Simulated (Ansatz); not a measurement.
Program: Ansatz. Geometries: PBE0-D4/def2-TZVP. ΔE: electronic, gas phase. CCSD(T)/CBS is the MP2 limit (def2-TZVPP, def2-QZVPP) plus CCSD(T) − MP2 in def2-TZVPP, frozen cores. This one scheme is used for every species. For Ge outer-core shells are correlated without core-valence functions, which leaves a few kJ/mol of doubt a bond. Scalar relativity is left out up to krypton. Each species was taken in one conformer, which may not be the lowest.

Consider the cleavage of the Si–Ge bond: `[CH3][GeH2][SiH2]Cl` + `BN` → `BN[SiH2]Cl` + `[CH3][GeH3]`.

| species | MP2/def2-QZVPP energy (Eh) |
| --- | --- |
| `[CH3][GeH2][SiH2]Cl` | -2866.96576 |
| `BN` | -81.88281 |
| `BN[SiH2]Cl` | -831.35205 |
| `[CH3][GeH3]` | -2117.51219 |

(1) Work out ΔE.

Largest T1 diagnostic among the species: 0.012.

Answers

(1) ΔE = (-831.35205) + (-2117.51219) − (-2866.96576) − (-81.88281) = -0.01567 Eh = -9.8 kcal/mol. CCSD(T)/CBS gives -8.7 kcal/mol.

In def2-TZVPP, CCSD(T) changes the Hartree–Fock value by +3.9 kcal/mol (the triples alone add +0.4 kcal/mol) and MP2 by +3.0 kcal/mol. From PBE to PBE0 (25 % exact exchange), in def2-TZVPP and without D4, ΔE moves by −1.5 kcal/mol.
